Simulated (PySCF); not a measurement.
Si(H)(NHSiH3)(Me)2 (C2H11NSi2), SMILES N([SiH3])[SiH](C)C. Atoms are numbered in the order given.

```xyz
16

Si    -0.8613    -0.0288    -0.5943
C     -1.9329     1.5242    -0.5846
C     -1.3045    -1.1834     0.8286
N      0.8380     0.4074    -0.4172
Si     2.0613    -0.3217     0.6015
H     -1.1007    -0.7471    -1.9046
H     -3.0026     1.2666    -0.7296
H     -1.6439     2.2176    -1.4014
H     -1.8309     2.0678     0.3767
H     -2.3631    -1.5030     0.7435
H     -0.6787    -2.0995     0.8261
H     -1.1759    -0.6803     1.8087
H      1.2053     1.0688    -1.1085
H      2.3715    -1.7604     0.2598
H      3.3240     0.4802     0.4349
H      1.6525    -0.3004     2.0512
```

Geometry: PBE-D3(BJ)/def2-SVP. One conformer was computed; it need not be the lowest.

Method: PySCF with PBE-D3(BJ)/def2-SVP.

Frequencies are harmonic and unscaled.

Question: List the normal modes with their intensities. (Estimate from the structure and the level; the computed values follow.)

Answer: 
| mode | ν (cm⁻¹) | IR (km/mol) | moving atoms (share of kinetic energy) |
|---|---|---|---|
| 1 | 25 | 0.3 | H 51 %, N 21 %, C 15 %, Si 13 % |
| 2 | 61 | 0.7 | H 72 %, N 14 % |
| 3 | 129 | 0.7 | H 37 %, C 29 %, Si 27 % |
| 4 | 158 | 0.5 | H 96 % |
| 5 | 172 | 0.0 | H 96 % |
| 6 | 182 | 2.5 | C 41 %, H 41 %, Si 13 % |
| 7 | 232 | 1.6 | H 43 %, Si 30 %, C 23 % |
| 8 | 266 | 12.7 | H 40 %, Si 29 %, N 19 %, C 12 % |
| 9 | 326 | 49.6 | H 56 %, N 28 %, Si 14 % |
| 10 | 568 | 2.4 | H 38 %, Si 26 %, N 19 %, C 17 % |
| 11 | 594 | 4.6 | H 91 % |
| 12 | 646 | 2.0 | C 40 %, H 39 %, Si 20 % |
| 13 | 668 | 5.4 | H 70 %, C 22 % |
| 14 | 690 | 21.9 | H 86 %, Si 9 % |
| 15 | 703 | 4.0 | H 50 %, Si 21 %, C 20 %, N 9 % |
| 16 | 727 | 43.7 | H 63 %, C 19 %, Si 13 % |
| 17 | 783 | 52.6 | H 54 %, C 16 %, N 16 %, Si 14 % |
| 18 | 825 | 63.1 | H 62 %, C 23 %, Si 13 % |
| 19 | 872 | 312.1 | H 71 %, Si 16 %, C 10 % |
| 20 | 885 | 274.4 | H 78 %, Si 11 %, C 9 % |
| 21 | 894 | 68.4 | H 95 % |
| 22 | 918 | 140.0 | N 43 %, H 36 %, Si 20 % |
| 23 | 929 | 27.2 | H 94 % |
| 24 | 972 | 93.9 | H 88 % |
| 25 | 1144 | 166.7 | H 67 %, N 29 % |
| 26 | 1214 | 37.0 | H 77 %, C 22 % |
| 27 | 1222 | 21.0 | H 79 %, C 21 % |
| 28 | 1378 | 0.4 | H 96 % |
| 29 | 1378 | 1.7 | H 96 % |
| 30 | 1385 | 4.5 | H 96 % |
| 31 | 1391 | 7.8 | H 96 % |
| 32 | 2110 | 152.0 | H 97 % |
| 33 | 2124 | 182.4 | H 96 % |
| 34 | 2152 | 86.2 | H 98 % |
| 35 | 2165 | 129.9 | H 96 % |
| 36 | 2970 | 3.8 | H 97 % |
| 37 | 2974 | 1.4 | H 97 % |
| 38 | 3068 | 5.8 | H 91 %, C 9 % |
| 39 | 3072 | 4.2 | H 91 %, C 9 % |
| 40 | 3074 | 3.7 | H 91 %, C 9 % |
| 41 | 3076 | 5.3 | H 91 %, C 9 % |
| 42 | 3509 | 26.9 | H 93 % |
